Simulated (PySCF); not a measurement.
Ligand exchange on a metal centre used in film growth or etching (Zn OH-H). Gas-phase values, no solvent. One relaxed conformer stands for each flexible species; it need not be the lowest.

The charge on the central atom (Mulliken) from two functionals at the same geometries (PBE-D3(BJ)/def2-SVP), both in PySCF: PBE-D3(BJ)/def2-TZVP and B3LYP-D3(BJ)/def2-TZVP. B3LYP has the VWN-RPA correlation part, as in Gaussian. 

```tsv
species	PBE-D3(BJ)/def2-TZVP (e)	B3LYP-D3(BJ)/def2-TZVP (e)
0 of 2 OH replaced by H ([Zn(OH)2])	0.50	0.62
1 of 2 OH replaced by H	0.27	0.37
2 of 2 OH replaced by H ([Zn(H)2])	0.06	0.14
```

Over these rows, drawn at random from the members with no instability flagged (it was tested for open shells, ions and some series alone), PBE minus B3LYP-D3(BJ): mean -0.10 e, from -0.12 e to -0.08 e.
